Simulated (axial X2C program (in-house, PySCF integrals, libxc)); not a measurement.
## Correcting the dissociation energy of InCl for spin–orbit coupling

A spin-free CCSD(T) curve (one-electron X2C) was computed with an axial X2C code built on PySCF integrals, basis In dyall-cv3z [11s12p9d4f1g], Cl dyall-av3z [9s8p3d2f] (cores contracted in-house), for the state M_S = 0, Λ = 0 (closed shell). It gives D0 = 4.481 eV to In + Cl, which in a spin-free picture are the weighted means of the ground terms.

Correlated methods: 10 electrons correlated (number of frozen shells: In 4 s, 3 p, 2 d; Cl 2 s, 1 p), 258 virtual spin orbitals or spinors in MP2, 90 natural virtuals in coupled cluster.

Measured levels of the ground terms (NIST Handbook of Basic Atomic Spectroscopic Data), in cm⁻¹: In 2P: J = 1/2 at 0, J = 3/2 at 2212.6; Cl 2P: J = 3/2 at 0, J = 1/2 at 882.4.

The molecular state has Λ = 0, so it has no first-order lowering.

Task: How far does each ground level lie under the (2J+1)-weighted mean of its term?

Result: In: (2 × 0 + 4 × 2212.6)/6 = 1475 cm⁻¹; Cl: (4 × 0 + 2 × 882.4)/6 = 294 cm⁻¹.

Task: Correct D0.

Result: D0 = 4.481 + (0 − 1769)/8065.5 = 4.262 eV at CCSD(T) with these spin–orbit terms. The direct two-component run gives 4.293 eV; the difference holds second-order terms in the molecule, scalar two-electron terms, the gap between measured and computed atomic splittings (a 2c atom can miss part of its lowering) and, in coupled cluster, the truncation of each run.

Second-order spin–orbit effects in the molecule, which grow quickly with Z, are left out. The state is a single determinant with fixed occupations, the lowest that a limited PBE0 search found. Dissociation energies refer to the lowest single-determinant-based atoms at the same level and basis. Coupled cluster ran in a truncated set of natural virtual spinors; the MP2 energy of the rest was added. (T) has no such correction and the atoms are truncated less, which lowers De at CCSD(T) by a hundredth of an eV or more. With the outer-core shells frozen, correlated bond lengths of heavy atoms tend to come out a few hundredths of an ångström too long.
